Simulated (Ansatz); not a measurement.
Total energies of FGaH7NSi2 (`[F][GaH][N]([SiH3])[SiH3]`).

```xyz
12

F     1.311   -1.369   -2.340
Ga   -0.056   -1.506   -1.242
N    -0.036   -0.108   -0.061
Si   -1.262    0.037    1.154
Si    1.230    1.086   -0.162
H    -1.039   -2.684   -1.379
H    -2.198   -1.111    0.998
H    -2.027    1.305    1.011
H    -0.683    0.001    2.524
H     2.569    0.482    0.051
H     0.971    2.079    0.918
H     1.218    1.785   -1.471
```

The species carries charge 0 and has multiplicity 1. Correlated methods include outer-core shells of Ga, which these sets cover unevenly. Scalar relativity is left out up to krypton. The geometry is a stationary point of PBE0-D4/def2-TZVP. It is one conformer, not always the lowest. Basis def2-TZVPP, Ansatz.

RPA on PBE orbitals: Hartree–Fock energy of these orbitals -2659.18649 Eh, correlation -1.56429 Eh (frozen core).

| functional | energy without D4 (Eh) | D4 term (kJ/mol) |
| --- | --- | --- |
| r2SCAN | -2662.69430 | -7.9 |
| B97M-V | -2662.26948 | – |
| PBE0 | -2662.16353 | -28.2 |
| B3LYP | -2662.92898 | -53.5 |
| r2SCANh | -2662.67207 | -8.5 |
| HSE06 (plane-wave form) | -2662.14238 | -26.6 |
| BHLYP | -2662.73971 | -46.1 |
| ωB97X-V | -2662.51512 | – |
| B2PLYP | -2662.12853 | – |
| PBE-QIDH | -2661.64788 | – |

Problem. Give the same for LDA (SPW92), PBE, revPBE, BLYP, r2SCAN0, CAM-B3LYP, LC-ωPBE, ωB97M-V. (Best estimate.)

Solution. The calculation gave: 
| functional | energy without D4 (Eh) | D4 term (kJ/mol) |
| --- | --- | --- |
| LDA (SPW92) | -2656.34297 | – |
| PBE | -2662.05596 | -32.9 |
| revPBE | -2662.50175 | -86.4 |
| BLYP | -2662.85330 | -70.3 |
| r2SCAN0 | -2662.64075 | -9.5 |
| CAM-B3LYP | -2662.91649 | -29.1 |
| LC-ωPBE | -2662.31365 | – |
| ωB97M-V | -2662.62690 | – |

B3LYP takes the VWN-RPA correlation (the form of Gaussian; ORCA's B3LYP/G). HSE06 is the plane-wave form, built on full-range PBE exchange. The double hybrids freeze the cores in their second-order part.

LC-ωPBE has ω = 0.4 bohr⁻¹.
